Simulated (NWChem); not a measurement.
All runs are NWChem calculations. System: trans-dichloroethylene (C2H2Cl2), charge 0, spin multiplicity 1, at a geometry optimised with B3LYP/def2-SVP. Level: constrained B3LYP/def2-SVP, VWN1-RPA local correlation.

The NWChem input:

```
start mol
memory heap 200 mb stack 900 mb global 1100 mb
geometry units angstroms nocenter noautoz noautosym
  Cl    -2.135063    -0.353957     0.000000
  C     -0.556591     0.367791     0.000000
  C      0.556591    -0.367791     0.000000
  Cl     2.135063     0.353957     0.000000
  H     -0.551022     1.459571     0.000000
  H      0.551022    -1.459571     0.000000
end
basis spherical
  * library def2-svp
end
dft
  xc b3lyp
  semidirect memsize 60000000 filesize 0
  iterations 100
  convergence nolevelshifting
  cdft 1 1 charge 0.0 pop lowdin
end
task dft energy
```

Part of the output:

```
             Northwest Computational Chemistry Package (NWChem) 7.3.0
             --------------------------------------------------------

                                NWChem Input Module
                                -------------------

 Scaling coordinates for geometry "geometry" by  1.889725989
 (inverse scale =  0.529177249)

                             Geometry "geometry" -> ""
                             -------------------------

 Output coordinates in angstroms (scale by  1.889725989 to convert to a.u.)

  No.       Tag          Charge          X              Y              Z
 ---- ---------------- ---------- -------------- -------------- --------------
    1 Cl                  17.0000    -2.13506300    -0.35395700     0.00000000
    2 C                    6.0000    -0.55659100     0.36779100     0.00000000
    3 C                    6.0000     0.55659100    -0.36779100     0.00000000
    4 Cl                  17.0000     2.13506300     0.35395700     0.00000000
    5 H                    1.0000    -0.55102200     1.45957100     0.00000000
    6 H                    1.0000     0.55102200    -1.45957100     0.00000000

 Effective nuclear repulsion energy (a.u.)     174.5362518093

            Nuclear Dipole moment (a.u.)
            ----------------------------
        X                 Y               Z
 ---------------- ---------------- ----------------
     0.0000000000     0.0000000000     0.0000000000


 Summary of "ao basis" -> "" (spherical)
 ------------------------------------------------------------------------------
       Tag                 Description            Shells   Functions and Types
 ---------------- ------------------------------  ------  ---------------------
 *                          def2-svp                  on all atoms

                                 NWChem DFT Module
                                 -----------------

 Summary of "ao basis" -> "ao basis" (spherical)
 ------------------------------------------------------------------------------
       Tag                 Description            Shells   Functions and Types
 ---------------- ------------------------------  ------  ---------------------
 Cl                         def2-svp                 8       18   4s3p1d
 C                          def2-svp                 6       14   3s2p1d
 H                          def2-svp                 3        5   2s1p

 Summary of "ao basis" -> "ao basis" (spherical)
 ------------------------------------------------------------------------------
       Tag                 Description            Shells   Functions and Types
 ---------------- ------------------------------  ------  ---------------------
 Cl                         def2-svp                 8       18   4s3p1d
 C                          def2-svp                 6       14   3s2p1d
 H                          def2-svp                 3        5   2s1p

            General Information
            -------------------
          SCF calculation type: DFT
          Wavefunction type:  closed shell.
          No. of atoms     :     6
          No. of electrons :    48
           Alpha electrons :    24
            Beta electrons :    24
          Charge           :     0
          Spin multiplicity:     1
          Use of symmetry is: off; symmetry adaption is: off
          Maximum number of iterations: 100
          AO basis - number of functions:    74
                     number of shells:    34
          Convergence on energy requested:  1.00D-06
          Convergence on density requested:  1.00D-05
          Convergence on gradient requested:  5.00D-04

              XC Information
              --------------
                         B3LYP Method XC Potential
                     Hartree-Fock (Exact) Exchange  0.200
                        Slater Exchange Functional  0.800 local
                    Becke 1988 Exchange Functional  0.720 non-local
              Lee-Yang-Parr Correlation Functional  0.810
                  VWN I RPA Correlation Functional  0.190 local

             Grid Information
             ----------------
          Grid used for XC integration:  medium
          Radial quadrature: Mura-Knowles
          Angular quadrature: Lebedev.
          Tag              B.-S. Rad. Rad. Pts. Rad. Cut. Ang. Pts.
          ---              ---------- --------- --------- ---------
          Cl                  1.00       88          11.0       590
          C                   0.70       49           8.0       434
          H                   0.35       45           9.0       434
          Grid pruning is: on
          Number of quadrature shells:   364
          Spatial weights used:  Erf1

          Convergence Information
          -----------------------
          Convergence aids based upon iterative change in
          total energy or number of iterations.
          Levelshifting, if invoked, occurs when the
          HOMO/LUMO gap drops below (HL_TOL):  1.00D-02
          DIIS, if invoked, will attempt to extrapolate
          using up to (NFOCK): 10 stored Fock matrices.

                    Damping( 0%)  Levelshifting(0.0)       DIIS
                  --------------- ------------------- ---------------
          dE  on:    start             N/A                start
          dE off:    2 iters           N/A              100 iters

      Screening Tolerance Information
      -------------------------------
          Density screening/tol_rho:  1.00D-10
          AO Gaussian exp screening on grid/accAOfunc:  14
          CD Gaussian exp screening on grid/accCDfunc:  20
          XC Gaussian exp screening on grid/accXCfunc:  20
          Schwarz screening/accCoul:  1.00D-08

      Superposition of Atomic Density Guess
      -------------------------------------

 Sum of atomic energies:        -994.89521747

      Non-variational initial energy
      ------------------------------

 Total energy =    -996.412358
 1-e energy   =   -1719.126198
 2-e energy   =     548.177588
 HOMO         =      -0.256468
 LUMO         =       0.040655

------------------------------------------------------------
EAF file 0: "./mol.aoints.0" size=524288 bytes
------------------------------------------------------------
               write      read    awrite     aread      wait
               -----      ----    ------     -----      ----
     calls:        1         0         0         0         0
   data(b): 5.24e+05  0.00e+00  0.00e+00  0.00e+00
   time(s): 0.00e+00  0.00e+00  0.00e+00  0.00e+00  0.00e+00
rate(mb/s): 0.00e+00  0.00e+00
------------------------------------------------------------

   convergence    iter        energy       DeltaE   RMS-Dens  Diis-err    time
 ---------------- ----- ----------------- --------- --------- ---------  ------
 d= 0,ls=0.0,diis     1   -997.4062262361 -1.17D+03  1.74D-02  5.13D-01     1.4
 CDFT multipliers:
      1       -0.1203461282
      iter =    6
 d= 0,ls=0.0,diis     2   -997.4159308867 -9.70D-03  8.72D-03  3.09D-01     1.8
 CDFT multipliers:
      1       -0.0709620346
      iter =    5
 d= 0,ls=0.0,diis     3   -997.4523650976 -3.64D-02  2.86D-03  4.59D-02     2.2
 CDFT multipliers:
      1       -0.0799865753
      iter =    5
 d= 0,ls=0.0,diis     4   -997.4585756061 -6.21D-03  4.81D-04  1.30D-03     2.6
 CDFT multipliers:
      1       -0.0813544565
      iter =    2
 d= 0,ls=0.0,diis     5   -997.4587222555 -1.47D-04  1.18D-04  6.09D-05     3.0
 CDFT multipliers:
      1       -0.0810974060
      iter =    2
  Resetting Diis
 d= 0,ls=0.0,diis     6   -997.4587248318 -2.58D-06  6.05D-05  3.93D-05     3.4
 CDFT multipliers:
      1       -0.0811211829
      iter =    2
 d= 0,ls=0.0,diis     7   -997.4587300797 -5.25D-06  1.31D-05  2.09D-07     3.8
 CDFT multipliers:
      1       -0.0000147572
      iter =    2
 d= 0,ls=0.0,diis     8   -997.4587300448  3.49D-08  5.52D-09  1.89D-02     4.2
 CDFT multipliers:
      1       -0.0811359432
      iter =    2
 d= 0,ls=0.0,diis     9   -997.4587300452 -3.24D-10  7.68D-06  4.74D-07     4.6
  CDFT final multipliers
      1       -0.0811421609

         Total DFT energy =     -997.458730108853
      One electron energy =    -1721.060512465179
           Coulomb energy =      617.154234026009
    Exchange-Corr. energy =      -68.088703478968
 Nuclear repulsion energy =      174.536251809284

 Numeric. integr. density =       47.999997368185

     Total iterative time =      4.7s

                       DFT Final Molecular Orbital Analysis
                       ------------------------------------

 Vector   22  Occ=2.000000D+00  E=-3.758732D-01
              MO Center= -1.8D+00, -2.1D-01, -2.8D-08, r^2= 1.9D+00
   Bfn.  Coefficient  Atom+Function         Bfn.  Coefficient  Atom+Function
  ----- ------------  ---------------      ----- ------------  ---------------
    12      0.579228  1 Cl py                 9      0.426007  1 Cl py
     6      0.246894  1 Cl py                11     -0.236596  1 Cl px
    65     -0.171556  5 H  s                  8     -0.162584  1 Cl px
    23     -0.152591  2 C  py                35      0.117373  3 C  s
    36     -0.101591  3 C  px                 5     -0.095093  1 Cl px

 Vector   23  Occ=2.000000D+00  E=-3.318606D-01
              MO Center=  1.9D+00,  2.6D-01,  1.1D-10, r^2= 1.6D+00
   Bfn.  Coefficient  Atom+Function         Bfn.  Coefficient  Atom+Function
  ----- ------------  ---------------      ----- ------------  ---------------
    58      0.573721  4 Cl py                55      0.438694  4 Cl py
    57     -0.254494  4 Cl px                52      0.252242  4 Cl py
    54     -0.179791  4 Cl px                70      0.149130  6 H  s
    21     -0.138978  2 C  s                 37     -0.119580  3 C  py
    51     -0.104182  4 Cl px                20     -0.091057  2 C  s

 Vector   24  Occ=2.000000D+00  E=-2.763417D-01
              MO Center=  3.5D-01,  9.7D-02, -1.4D-09, r^2= 3.4D+00
   Bfn.  Coefficient  Atom+Function         Bfn.  Coefficient  Atom+Function
  ----- ------------  ---------------      ----- ------------  ---------------
    59      0.417886  4 Cl pz                24     -0.367617  2 C  pz
    38     -0.317719  3 C  pz                13      0.298809  1 Cl pz
    56      0.292440  4 Cl pz                27     -0.243534  2 C  pz
    10      0.193272  1 Cl pz                41     -0.190239  3 C  pz
    53      0.167756  4 Cl pz                 7      0.111134  1 Cl pz

 Vector   25  Occ=0.000000D+00  E=-3.419149D-02
              MO Center=  3.7D-02, -2.0D-03, -1.0D-09, r^2= 2.4D+00
   Bfn.  Coefficient  Atom+Function         Bfn.  Coefficient  Atom+Function
  ----- ------------  ---------------      ----- ------------  ---------------
    41     -0.621809  3 C  pz                27      0.612944  2 C  pz
    38     -0.456875  3 C  pz                24      0.448337  2 C  pz
    59      0.247365  4 Cl pz                13     -0.221386  1 Cl pz
    56      0.116009  4 Cl pz                10     -0.098123  1 Cl pz
    53      0.067208  4 Cl pz                17     -0.060773  1 Cl d  1

 Vector   26  Occ=0.000000D+00  E=-5.560059D-03
              MO Center= -3.7D-01, -2.4D-02,  5.3D-10, r^2= 4.0D+00
   Bfn.  Coefficient  Atom+Function         Bfn.  Coefficient  Atom+Function
  ----- ------------  ---------------      ----- ------------  ---------------
    11      0.667188  1 Cl px                21     -0.572818  2 C  s
    57      0.498663  4 Cl px                 4      0.477006  1 Cl s
    25      0.418377  2 C  px                22      0.328458  2 C  px
    20     -0.309392  2 C  s                 26      0.280118  2 C  py
    50     -0.281005  4 Cl s                 35      0.273570  3 C  s

 Vector   27  Occ=0.000000D+00  E= 4.517687D-02
              MO Center=  2.7D-01,  1.6D-01,  1.2D-10, r^2= 4.7D+00
   Bfn.  Coefficient  Atom+Function         Bfn.  Coefficient  Atom+Function
  ----- ------------  ---------------      ----- ------------  ---------------
    35      1.079520  3 C  s                 66     -1.041464  5 H  s
    21      0.984479  2 C  s                 71     -0.846462  6 H  s
    57      0.503781  4 Cl px                50     -0.488136  4 Cl s
    39      0.463560  3 C  px                25     -0.413097  2 C  px
     4     -0.390547  1 Cl s                 58      0.336736  4 Cl py

     ---------------------------------------------
      Total Density - Mulliken Population Analysis
     ---------------------------------------------

    Atom       Charge   Shell Charges
 -----------   ------   -------------------------------------------------------
    1 Cl  17    17.33   2.00  1.98  1.26  0.77  5.93  2.18  3.16  0.04
    2 C    6     5.78   1.99  0.93  0.16  2.02  0.65  0.04
    3 C    6     5.96   1.99  0.94  0.19  2.04  0.77  0.04
    4 Cl  17    17.07   2.00  1.98  1.28  0.68  5.93  2.16  3.00  0.04
    5 H    1     0.93   0.73  0.17  0.02
    6 H    1     0.93   0.73  0.17  0.02

     -------------------------------------------
      Total Density - Lowdin Population Analysis
     -------------------------------------------

    Atom       Charge   Shell Charges
 -----------   ------   -------------------------------------------------------
    1 Cl  17    17.00   2.00  1.96  1.04  0.78  5.82  2.29  3.06  0.04
    2 C    6     6.08   1.97  0.64  0.33  1.84  1.21  0.10
    3 C    6     6.13   1.97  0.64  0.33  1.85  1.23  0.10
    4 Cl  17    16.87   2.00  1.96  1.04  0.77  5.82  2.27  2.97  0.04
    5 H    1     0.96   0.63  0.26  0.07
    6 H    1     0.96   0.63  0.26  0.07

 center of mass
 --------------
 x =   0.00000000 y =   0.00000000 z =   0.00000000

 moments of inertia (a.u.)
 ------------------
          58.218004363689        -165.408968123254           0.000000000000
        -165.408968123254        1167.229631909787           0.000000000000
           0.000000000000           0.000000000000        1225.447636273476

     Multipole analysis of the density
     ---------------------------------

     L   x y z        total         alpha         beta         nuclear
     -   - - -        -----         -----         ----         -------
     0   0 0 0     -0.000000    -24.000000    -24.000000     48.000000

     1   1 0 0      0.441543      0.220771      0.220771      0.000000
     1   0 1 0      0.106976      0.053488      0.053488      0.000000
     1   0 0 1     -0.000000     -0.000000     -0.000000      0.000000

     2   2 0 0    -30.011184   -299.465093   -299.465093    568.919002
     2   1 1 0     -1.078366    -39.159307    -39.159307     77.240248
     2   1 0 1     -0.000000     -0.000000     -0.000000      0.000000
     2   0 2 0    -25.187050    -30.705332    -30.705332     36.223614
     2   0 1 1      0.000000      0.000000      0.000000      0.000000
     2   0 0 2    -28.022697    -14.011348    -14.011348      0.000000

 Task  times  cpu:        5.0s     wall:        5.0s

 Total times  cpu:        5.1s     wall:        5.1s
```
